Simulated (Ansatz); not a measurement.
Calculated with Ansatz (gas phase, PBE0-D4/def2-TZVP geometries, no zero-point term in ΔE). CCSD(T)/CBS adds triple-zeta CCSD(T) − MP2 to the extrapolated MP2 energy (def2 sets, frozen cores). This one scheme is used for every species. Functionals use def2-TZVPP. Each species was taken in one conformer, which may not be the lowest.

Reaction (substitution at a C–C bond): `C=C(CC)C(=O)O` + `C[SiH2]O` → `CCO[SiH2]C` + `C=CC(=O)O`

`C=C(CC)C(=O)O`:

Cartesian coordinates in Å:
```
C 1.018 -0.907 1.269
C 0.195 -0.112 0.590
C 0.651 0.890 -0.425
C 0.338 0.467 -1.856
C -1.271 -0.175 0.817
O -2.062 0.585 0.319
O -1.658 -1.161 1.646
H 0.649 -1.628 1.987
H 2.091 -0.848 1.120
H 0.163 1.847 -0.220
H 1.728 1.039 -0.307
H -0.737 0.342 -1.998
H 0.685 1.222 -2.564
H 0.829 -0.478 -2.099
H -2.619 -1.083 1.721
```

`C[SiH2]O`:

Z-matrix (Å, degrees):
```
C
Si 1 1.863
H 1 1.093 2 111.0
H 1 1.094 2 110.2 3 119.8
H 1 1.093 2 111.5 3 -120.7
O 2 1.652 1 112.6 3 57.7
H 2 1.492 1 108.9 3 -179.5
H 2 1.483 1 110.6 3 -59.4
H 6 0.957 2 117.7 1 68.6
```

`CCO[SiH2]C`:

Cartesian coordinates in Å:
```
C -0.251 -2.248 0.699
C 0.876 -1.282 0.407
O 0.458 -0.225 -0.433
Si -0.169 1.192 0.119
C -0.356 2.322 -1.342
H -0.656 -2.652 -0.231
H 0.110 -3.080 1.309
H -1.062 -1.755 1.239
H 1.691 -1.799 -0.110
H 1.290 -0.886 1.344
H -1.489 0.975 0.782
H 0.749 1.768 1.146
H 0.610 2.505 -1.817
H -1.027 1.884 -2.084
H -0.774 3.282 -1.029
```

`C=CC(=O)O`:

Z-matrix (Å, degrees):
```
C
C 1 1.327
H 1 1.084 2 121.1
H 1 1.083 2 121.2 3 -180.0
C 2 1.474 1 124.1 3 180.0
H 2 1.083 1 122.2 3 -0.0
O 5 1.345 2 113.8 1 0.0
O 5 1.204 2 123.7 1 -180.0
H 7 0.967 5 106.1 2 -180.0
```

```
         level  ΔE (kJ/mol)
          PBE0         52.1
CCSD/CBS(def2)         54.9
```

**Question.** What does CCSD(T)/CBS give? (Estimate.)

**Answer.** Ansatz gave: +57.1 kJ/mol. The listed levels differ from it by -5.0, -2.2 kJ/mol.

Largest T1 diagnostic among the species: 0.015.

In def2-TZVPP, CCSD(T) changes the Hartree–Fock value by +18.1 kJ/mol (the triples alone add +2.3 kJ/mol) and MP2 by +26.8 kJ/mol. The D4 term adds +3.8 kJ/mol with B3LYP and +2.1 kJ/mol with PBE0; it sums over pairs of atoms, weighted by their polarisabilities, and B3LYP, whose exchange is more repulsive, gets the larger term.

B3LYP here is the variant with VWN-RPA as its local correlation; programs differ in this.
